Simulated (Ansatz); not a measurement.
Relaxation of C3H11AlOSi (17 atoms, charge 0, multiplicity 1), to a largest force component of 0.015 eV/Å in at most 40 steps.

Theory: Ansatz 0.2.0, RKS BLYP-D4/STO-3G.

```xyz
17
Properties=species:S:1:pos:R:3
C 2.752 0.549 1.387
Al 1.542 -0.935 0.835
O 1.692 -1.774 -0.854
C 2.564 -2.831 -0.746
C 3.981 -2.453 -1.131
Si 1.959 -4.077 -2.105
H 2.606 1.429 0.658
H 2.451 0.954 2.383
H 3.768 0.284 1.427
H 0.408 -1.384 1.856
H 2.523 -3.401 0.141
H 4.366 -1.729 -0.346
H 4.042 -1.934 -2.161
H 4.652 -3.316 -1.214
H 2.807 -5.263 -2.113
H 0.597 -4.466 -1.783
H 1.988 -3.428 -3.421
```

Task: Where does it end, and by what steps?

Result: The run converged. Limits of this set-up: minimal basis. After 28 steps the energy has fallen by 1.592 eV; H10 moved furthest, 2.09 Å.

```
step  energy less start (eV)  largest force component (eV/Å)  accepted
   0                  0.0000                           5.108       yes
   1                 -0.9903                           1.509       yes
   2                 -1.1045                           0.374       yes
   3                 -1.1172                           0.104       yes
   4                 -1.1225                           0.088       yes
   5                 -1.1306                           0.290       yes
   6                 -1.1398                           0.296       yes
   7                 -1.1734                           0.364       yes
   8                 -1.2110                           0.600       yes
   9                 -1.2876                           0.793       yes
  10                 -1.3577                           0.521       yes
  11                 -1.4121                           0.374       yes
  12                 -1.4507                           0.117       yes
  13                 -1.4624                           0.254       yes
  14                 -1.4724                           0.148       yes
  15                 -1.4737                           0.453       yes
  16                 -1.4837                           0.076       yes
  17                 -1.4929                           0.223       yes
  18                 -1.4932                           0.249       yes
  19                 -1.5132                           0.165       yes
  20                 -1.5305                           0.092       yes
  21                 -1.5522                           0.252       yes
  22                 -1.5680                           0.291       yes
  23                 -1.5780                           0.261       yes
  24                 -1.5879                           0.108       yes
  25                 -1.5904                           0.071       yes
  26                 -1.5916                           0.033       yes
  27                 -1.5919                           0.019       yes
  28                 -1.5920                           0.010       yes
```

```xyz
17
Properties=species:S:1:pos:R:3
C 2.913 -0.364 1.716
Al 1.396 -0.569 0.543
O 1.337 -1.787 -0.666
C 2.571 -2.606 -0.817
C 3.681 -1.816 -1.633
Si 2.097 -4.242 -1.708
H 3.659 0.344 1.304
H 2.617 0.033 2.705
H 3.450 -1.314 1.896
H 0.143 0.267 0.602
H 3.034 -2.867 0.174
H 3.983 -0.895 -1.091
H 3.299 -1.521 -2.631
H 4.585 -2.443 -1.775
H 3.267 -5.100 -1.821
H 1.076 -4.941 -0.944
H 1.590 -3.957 -3.040
```

Whether the end is a true minimum wasn't checked by a vibrational analysis.

Time of the run: 2.3 min on 1 thread of Intel(R) Xeon(R) Processor @ 2.70GHz, with other jobs on the host, peak memory 0.17 GiB.
